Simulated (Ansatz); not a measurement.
`O[Si](O)(O)[O][Ti]([F])([F])[O][Si](O)(O)O`, relaxed with RKS PBE-D4/def2-SVP in the Gaussian-basis code of Ansatz from a rough embedded geometry. The force threshold is 0.03 eV/Å; the program also tests the step.

The species carries charge 0 and has multiplicity 1.

Start:

```xyz
19

O     3.446    1.482    0.391
Si    1.858    0.929    0.601
O     0.805    1.960   -0.289
O     1.425    0.889    2.220
O     1.792   -0.674   -0.010
Ti    0.203   -1.491    0.862
F     0.575   -1.871    2.687
F    -0.189   -3.184   -0.031
O    -1.369   -0.293    0.752
Si   -1.935   -0.425   -0.878
O    -2.978   -1.774   -0.987
O    -2.785    0.982   -1.315
O    -0.575   -0.581   -1.911
H     3.996    0.902    1.031
H     1.069    1.809   -1.255
H     1.454    1.878    2.543
H    -3.664   -1.607   -0.334
H    -2.122    1.734   -1.215
H    -1.007   -0.665   -2.861
```

```
         step  energy (eV)  largest force (eV/Å)  largest move (Å)
            1  -60733.4264                 3.332             0.000
            2  -60735.2535                 1.493             0.195
            3  -60735.6955                 1.137             0.194
            4  -60735.8338                 0.587             0.200
            5  -60735.9728                 0.198             0.197
            6  -60736.0674                 0.303             0.198
            7  -60736.1491                 0.437             0.195
            8  -60736.2112                 0.215             0.191
            9  -60736.2528                 0.454             0.193
           10  -60736.2825                 0.324             0.141
           11  -60736.2992                 0.206             0.075
12 (rejected)  -60736.2855                 0.450             0.200
           13  -60736.3142                 0.111             0.100
           14  -60736.3218                 0.126             0.095
           15  -60736.3260                 0.192             0.122
           16  -60736.3301                 0.130             0.046
           17  -60736.3349                 0.078             0.112
           18  -60736.3373                 0.127             0.101
           19  -60736.3385                 0.106             0.027
           20  -60736.3397                 0.050             0.058
           21  -60736.3403                 0.050             0.064
           22  -60736.3407                 0.028             0.025
```

End:

```xyz
19

O     2.993    1.130   -0.206
Si    1.603    1.088    0.706
O     0.373    1.648   -0.273
O     1.636    2.005    2.086
O     1.326   -0.479    1.225
Ti    0.317   -1.956    1.182
F    -0.112   -2.462    2.809
F     1.208   -3.244    0.380
O    -1.160   -1.553    0.253
Si   -1.805   -0.516   -0.892
O    -3.041   -1.218   -1.738
O    -2.313    0.895   -0.200
O    -0.533   -0.253   -1.978
H     3.722    0.586    0.138
H     0.285    1.148   -1.126
H     1.773    2.956    1.936
H    -3.932   -0.985   -1.425
H    -1.533    1.454    0.036
H    -0.808   -0.244   -2.912
```

It took 20 s on 11 threads of an AMD EPYC 7R13 on a shared host and a whole NVIDIA H100 80 GB, with 0.9 GiB of host memory at the peak.
